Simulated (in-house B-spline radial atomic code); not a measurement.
La⁶⁺. Computed with a B-spline radial atomic code. Model: all-electron spherical atom, spin shells full or empty, radial basis limit, no spin-orbit coupling, Breit or QED, empty-state partial waves extrapolated as (l+1/2)^-4, RPA, G0W0 and static COHSEX of the highest shell as one setting changes (uncorrelated shells keep exact exchange).

Given: element La; charge 6; filled core Kr; hamiltonian one-electron scalar X2C; mean-field start LDA VWN5; highest l of empty states 9; nuclear rms radius 4.855 fm; highest mean-field shell 5p up.

Shell: 4d 5 5, 5s 1 1, 5p 3 0 (electrons up and down).

```csv
lowest nl shells left uncorrelated,RPA correlation energy (hartree),G0W0 level (eV),G0W0 minus most complete (meV),COHSEX level (eV),linearised minus solved G0W0 (meV)
0,-4.1849,-91.544,0,-94.237,-69.8
1,-3.9989,-91.543,0.7,-94.237,-69.7
2,-3.8002,-91.543,0.8,-94.238,-69.7
3,-3.2285,-91.54,3.9,-94.231,-69.7
4,-3.0452,-91.54,3.7,-94.234,-69.6
5,?,?,?,?,?
6,-1.6001,-91.497,46.8,-94.159,-68.1
7,-1.4401,-91.498,45.2,-94.164,-68.1
8,?,?,?,?,?
9,-0.19508,-91.051,492.7,-93.364,-59.8
10,-0.073383,-91.259,284.7,-93.122,-71
```

Task: What follows for lowest nl shells left uncorrelated = 5?

Result: RPA correlation energy -2.4956 hartree; G0W0 level -91.547 eV; G0W0 minus most complete -3.2 meV; COHSEX level -94.252 eV; linearised minus solved G0W0 -69.7 meV.

Task: What follows for lowest nl shells left uncorrelated = 8?

Result: RPA correlation energy -0.97603 hartree; G0W0 level -91.511 eV; G0W0 minus most complete 32.4 meV; COHSEX level -94.183 eV; linearised minus solved G0W0 -69.1 meV.
